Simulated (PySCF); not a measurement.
HLiO, charge +1, doublet, at a GFN2-xTB geometry (such geometries of metal compounds can be far from the true shape) (a state made from the parent by changing its charge; the spin is typed, not shown lowest); WB97X/cc-pVTZ run with PySCF.

PySCF was given this input:
```python
from pyscf import gto, scf, dft

mol = gto.M(
    atom='''
Li   -0.00000000   -0.00000000   -1.42494255
O     0.00000000    0.00000000    0.36662930
H     0.00000000    0.00000000    1.34179325
''',
    basis='cc-pvtz',
    charge=1,
    spin=1,
    verbose=4,
)

mf = dft.UKS(mol)
mf.xc = 'wb97x'
mf.grids.atom_grid = (99, 590)
mf.grids.prune = None
mf.kernel()
```

Q: Predict the main parts of the log of this PySCF run.

A: 
```
PySCF version 2.14.0

[INPUT] verbose = 4
[INPUT] num. atoms = 3
[INPUT] num. electrons = 11
[INPUT] charge = 1
[INPUT] spin (= nelec alpha-beta = 2S) = 1
[INPUT] symmetry False subgroup None
[INPUT] Mole.unit = angstrom
[INPUT] Symbol           X                Y                Z      unit          X                Y                Z       unit  Magmom
[INPUT]  1 Li     0.000000000000   0.000000000000  -1.424942550000 AA    0.000000000000   0.000000000000  -2.692751162739 Bohr   0.0
[INPUT]  2 O      0.000000000000   0.000000000000   0.366629300000 AA    0.000000000000   0.000000000000   0.692828966241 Bohr   0.0
[INPUT]  3 H      0.000000000000   0.000000000000   1.341793250000 AA    0.000000000000   0.000000000000   2.535621758290 Bohr   0.0

nuclear repulsion = 12.00391762706
number of shells = 24
number of NR pGTOs = 101
number of NR cGTOs = 74
basis = cc-pvtz
ecp = {}

******** <class 'pyscf.dft.uks.UKS'> ********
method = UKS
initial guess = minao
damping factor = 0
level_shift factor = 0
DIIS = <class 'pyscf.scf.diis.CDIIS'>
diis_start_cycle = 1
diis_space = 8
diis_damp = 0
SCF conv_tol = 1e-09
SCF conv_tol_grad = None
SCF max_cycles = 50
direct_scf = True
direct_scf_tol = 1e-13
number electrons alpha = 6  beta = 5
XC library pyscf.dft.libxc version 7.1.2
    S. Lehtola, C. Steigemann, M. J. T. Oliveira, and M. A. L. Marques,  SoftwareX 7, 1–5 (2018)
XC functionals = wb97x
    J.-D. Chai and M. Head-Gordon,  J. Chem. Phys. 128, 084106 (2008)
radial grids:
    Treutler-Ahlrichs [JCP 102, 346 (1995); DOI:10.1063/1.469408] (M4) radial grids

becke partition: Becke, JCP 88, 2547 (1988); DOI:10.1063/1.454033
pruning grids: None
grids dens level: 3
symmetrized grids: False
atomic radii adjust function: <function treutler_atomic_radii_adjust>
User specified grid scheme (99, 590)
small_rho_cutoff = 0
Set gradient conv threshold to 3.16228e-05
tot grids = 175232
init E= -83.063594148997

cycle= 1 E= -83.0486385705639  delta_E= 0.015  |g|= 0.193  |ddm|= 0.772
cycle= 2 E= -83.0619988847443  delta_E= -0.0134  |g|= 0.0881  |ddm|= 0.145
cycle= 3 E= -83.0643668619189  delta_E= -0.00237  |g|= 0.0299  |ddm|= 0.044
cycle= 4 E= -83.0646846534417  delta_E= -0.000318  |g|= 0.00512  |ddm|= 0.0147
cycle= 5 E= -83.0647042829023  delta_E= -1.96e-05  |g|= 0.00124  |ddm|= 0.00429
cycle= 6 E= -83.0647062863029  delta_E= -2e-06  |g|= 0.000257  |ddm|= 0.00165
cycle= 7 E= -83.064706381188  delta_E= -9.49e-08  |g|= 4.1e-05  |ddm|= 0.000428
cycle= 8 E= -83.0647063837772  delta_E= -2.59e-09  |g|= 7.1e-06  |ddm|= 7.28e-05
cycle= 9 E= -83.0647063838497  delta_E= -7.25e-11  |g|= 1.09e-06  |ddm|= 1.18e-05
Extra cycle  E= -83.0647063838511  delta_E= -1.36e-12  |g|= 4.55e-07  |ddm|= 1.14e-06
converged SCF energy = -83.0647063838511  <S^2> = 0.75284151  2S+1 = 2.0028395
```
